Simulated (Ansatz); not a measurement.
Reaction (ligand exchange at a B–S bond): `BS[SiH3]` + `[SiH3][SiH2]N[SiH2]Cl` → `BN([SiH2][SiH3])[SiH2]Cl` + `[SiH3]S`

Computed with Ansatz on PBE0-D4/def2-TZVP structures; ΔE is electronic, products minus reactants. CCSD(T)/CBS is the MP2 limit (def2-TZVPP, def2-QZVPP) plus CCSD(T) − MP2 in def2-TZVPP, frozen cores. DFT in def2-TZVPP. B3LYP here is the variant with VWN-RPA as its local correlation; programs differ in this. One conformer a species, not always the lowest.

| level | ΔE (kcal/mol) | difference from CCSD(T)/CBS |
| --- | --- | --- |
| PBE-D4 | -5.6 | 1.5 |
| r2SCAN-D4 | -5.8 | 1.3 |
| PBE0-D4 | -6.0 | 1.1 |
| B3LYP-D4 | -7.5 | -0.4 |
| ωB97X-V | -7.0 | 0.1 |
| ωB97M-V | -7.4 | -0.3 |
| B2PLYP | -6.9 | 0.2 |
| PBE | -5.0 | 2.1 |
| r2SCAN | -5.6 | 1.5 |
| PBE0 | -5.5 | 1.6 |
| B3LYP | -6.6 | 0.5 |
| HF/def2-TZVPP | -7.8 | -0.7 |
| MP2/def2-TZVPP | -7.3 | -0.2 |
| SCS-MP2/def2-TZVPP | -7.8 | -0.7 |
| CCSD/def2-TZVPP | -7.8 | -0.7 |
| CCSD(T)/def2-TZVPP | -7.6 | -0.5 |
| HF/def2-QZVPP | -7.9 | -0.8 |
| MP2/def2-QZVPP | -7.1 | 0.0 |
| SCS-MP2/def2-QZVPP | -7.5 | -0.4 |
| HF/CBS(def2) | -7.9 | -0.8 |
| MP2/CBS(def2) | -6.8 | 0.3 |
| CCSD/CBS(def2) | -7.3 | -0.2 |
| CCSD(T)/CBS | -7.1 | 0 |

Largest T1 diagnostic among the species: 0.014.

The D4 term adds −0.9 kcal/mol with B3LYP and −0.6 kcal/mol with PBE0; it sums over pairs of atoms, weighted by their polarisabilities, and B3LYP, whose exchange is more repulsive, gets the larger term.
